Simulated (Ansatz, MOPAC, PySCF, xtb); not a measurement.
Pair of molecules: SiH4 (SMILES [SiH4]) (first 5 atoms) with CH3F (SMILES CF); geometry from B3LYP-D3(BJ)/def2-TZVP.
(charge 0, multiplicity 1):
```tsv
atom	x (Å)	y (Å)	z (Å)
Si	0.1286	-0.1152	0.1965
H	0.4718	-1.5235	0.4820
H	-1.2448	0.1836	0.6598
H	0.1971	0.1172	-1.2664
H	1.0866	0.7931	0.8654
C	-0.4257	0.7409	3.8555
F	-0.0491	-0.4878	3.3200
H	-1.3968	1.0174	3.4446
H	-0.4865	0.6425	4.9395
H	0.3239	1.4843	3.5835
```

Interaction energies are E(AB) − E(A) − E(B) at the monomers' geometry in the complex; basis-set methods are counterpoise corrected. Rows marked so take none.

Rows in 3-21G carry no dispersion term and start afresh at each structure. The state reached by PM7 isn't checked; PM7 holds dispersion and hydrogen-bond terms.

Programs: Ansatz (an electronic-structure program); MOPAC for PM7 (differences of heats of formation); PySCF for 3-21G rows; xtb for the GFN methods. Values without a source in brackets are computed.

Question: One of these levels gives -22.4 meV for the interaction energy. Which?
A. BHLYP/def2-TZVPPD
B. PM7
C. GFN1-xTB
D. B3LYP/3-21G (no counterpoise)

Answer: A, BHLYP/def2-TZVPPD. The others give -3.2 (PM7), -158.7 (GFN1-xTB), -275.1 (B3LYP/3-21G (no counterpoise))
